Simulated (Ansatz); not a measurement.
Basis-set series for C₃H₈Cl₃GeN (`CC(C)[NH][Ge]([Cl])([Cl])[Cl]`). The species carries charge 0 and has multiplicity 1. Geometry: relaxed with PBE0-D4/def2-TZVP. It is one conformer, not always the lowest.

```
functional       basis  functions  energy (Eh)  HOMO (eV)  LUMO (eV)
   PBE0-D4    def2-SVP        182  -3629.92336      -7.54      -0.94
   PBE0-D4  def2-TZVPP        410  -3630.85353      -7.63      -1.22
   ωB97M-V    def2-SVP        182  -3630.56307      -9.82       1.25
   ωB97M-V  def2-TZVPP        410  -3631.49617      -9.95       0.84
```

(1) Give the rows for def2-QZVPP. (An estimate is asked.)

Answers

(1) Ansatz gave: 
```json
{"functional": "PBE0-D4", "basis": "def2-QZVPP", "functions": "767", "energy (Eh)": "-3630.94834", "HOMO (eV)": "-7.66", "LUMO (eV)": "-1.31"}
{"functional": "ωB97M-V", "basis": "def2-QZVPP", "functions": "767", "energy (Eh)": "-3631.58748", "HOMO (eV)": "-9.98", "LUMO (eV)": "0.65"}
```

Positive LUMOs are unbound and depend on the basis. Scalar relativity is left out up to krypton.
